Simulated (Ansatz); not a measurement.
Program: Ansatz. Geometries: PBE0-D4/def2-TZVP. ΔE: electronic, gas phase. CCSD(T)/CBS adds triple-zeta CCSD(T) − MP2 to the extrapolated MP2 energy (def2 sets, frozen cores). Functionals use def2-TZVPP. B3LYP here is the variant with VWN-RPA as its local correlation; programs differ in this. Each species was taken in one conformer, which may not be the lowest.

Reaction (cleavage of the B–Al bond): `[BH2][AlH][S]C` + `N[SiH]1CN1` → `BN[SiH]1CN1` + `C[S][AlH2]`

| level | ΔE (kJ/mol) | difference from CCSD(T)/CBS |
| --- | --- | --- |
| PBE-D4 | -167.4 | 0.6 |
| r2SCAN-D4 | -170.5 | -2.5 |
| PBE0-D4 | -166.4 | 1.6 |
| B3LYP-D4 | -172.4 | -4.4 |
| ωB97X-V | -167.7 | 0.3 |
| ωB97M-V | -173.8 | -5.8 |
| B2PLYP | -173.9 | -5.9 |
| PBE | -166.8 | 1.2 |
| r2SCAN | -170.4 | -2.4 |
| PBE0 | -166.1 | 1.9 |
| B3LYP | -171.5 | -3.5 |
| HF/def2-TZVPP | -166.7 | 1.3 |
| MP2/def2-TZVPP | -176.6 | -8.6 |
| SCS-MP2/def2-TZVPP | -173.8 | -5.8 |
| CCSD/def2-TZVPP | -167.6 | 0.4 |
| CCSD(T)/def2-TZVPP | -169.9 | -1.9 |
| HF/def2-QZVPP | -166.8 | 1.2 |
| MP2/def2-QZVPP | -175.5 | -7.5 |
| SCS-MP2/def2-QZVPP | -172.8 | -4.8 |
| HF/CBS(def2) | -166.8 | 1.2 |
| MP2/CBS(def2) | -174.6 | -6.6 |
| CCSD/CBS(def2) | -165.7 | 2.3 |
| CCSD(T)/CBS | -168.0 | 0 |

Largest T1 diagnostic among the species: 0.013.

In def2-TZVPP, CCSD(T) changes the Hartree–Fock value by −3.2 kJ/mol (the triples alone add −2.3 kJ/mol) and MP2 by −9.8 kJ/mol.
